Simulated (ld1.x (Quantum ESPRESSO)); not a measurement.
# What one change does to a pseudopotential (Ag (Z = 47), RRKJ)

silver, norm-conserving RRKJ (Kleinman–Bylander form), made with ld1.x (Quantum ESPRESSO) 7.5 (LDA (PZ), scalar-relativistic). Core [Ar] 3d10 4s2, reference 4p6 4d10 5s1 5p0. Waves: 4p (bound): rc 1.65 bohr; 4d (bound): rc 1.55 bohr; 5s (bound): rc 1.80 bohr. Local part: the s channel. Core correction: a·sin(br)/r model core inside 1.15 bohr.

All-electron outer shells of the reference configuration (LDA (PZ), scalar-relativistic, ld1.x):

```
shell  level (eV)  outermost node (bohr)  outermost maximum (bohr)
   3d     -358.91                      –                      0.27
   4s      -95.08                   0.44                      0.82
   4p      -58.67                   0.44                      0.87
   4d       -7.66                   0.43                      1.04
   5s       -4.72                   1.11                      2.49
   5p       -0.85                   1.25                      3.67
```

Change: all radii but the core radius scaled by about 1.06 (s 1.92, p 1.76, d 1.64 bohr).

Cutoffs: the cutoffs (Ry, on a coarse ladder) from which the occupation-weighted sum of valence levels, in a spherical-Bessel basis at the reference potential, stays within 10 and 1 mRy of its value at 400 Ry; they do not see the model core or the augmentation charge, which bear on the density cutoff. Errors are all-electron minus pseudo energies relative to the spin-unpolarised reference configuration.

**Question.** Predict the effect on cutoff, ghosts and configuration errors.

**Answer.** The potential gets neither clearly harder nor softer (60 Ry and 70 Ry → 55 Ry and 70 Ry); the d channel sets the loose cutoff, while the largest relative change is in s, which becomes softer; of the 9 tests that both files solve, the error grows in 3 and shrinks in 0 by more than 15 % and 0.3 meV (median size 61.7 → 65.5 meV); neither file shows a bound ghost at the reference potential, the only one tested. More of the atom is replaced by a form fitted at one configuration, so other configurations suffer.

| quantity | base | changed |
| --- | --- | --- |
| cutoff, loose | 60 Ry | 55 Ry |
| cutoff, tight | 70 Ry | 70 Ry |
| loose cutoff by channel (10 mRy a level) | p 35 Ry, d 50 Ry, s 18 Ry | p 35 Ry, d 50 Ry, s 12 Ry |
| bound ghosts | none | none |
| error for 4p6 4d10 5s0 5p0, meV [ΔE 8.10 eV] | -6.5 | -8.0 |
| error for 4p6 4d9 5s0 5p0, meV [ΔE 30.49 eV] | -77 | -81 |
| error for 4p6 4d8 5s0 5p0, meV [ΔE 66.92 eV] | -371 | -383 |
| error for 4p6 4d10 5s0.5 5p0, meV [ΔE 3.19 eV] | -1.5 | -1.8 |
| error for 4p6 4d10 5s0 5p1, meV [ΔE 4.02 eV] | -434 | -460 |
| error for 4p5 4d10 5s1 5p0, meV [ΔE 65.35 eV] | -311 | -351 |
| error for 4p6 4d9 5s1 5p0, meV [ΔE 13.38 eV] | -48 | -60 |
| error for 4p6 4d10 5s1 5p0 (spin-polarised), meV [ΔE -0.15 eV] | -0.4 | -0.3 |
| error for 4p6 4d9 5s0 5p0 (spin-polarised), meV [ΔE 30.32 eV] | -62 | -65 |

Base: These tests converged, but a pseudo level misses the all-electron one widely, so the file describes the atom poorly there or has found another state: 4p6 4d8 5s0 5p0: empty 5p by 2.6 eV. Changed file: These tests converged, but a pseudo level misses the all-electron one widely, so the file describes the atom poorly there or has found another state: 4p6 4d8 5s0 5p0: empty 5p by 2.7 eV.
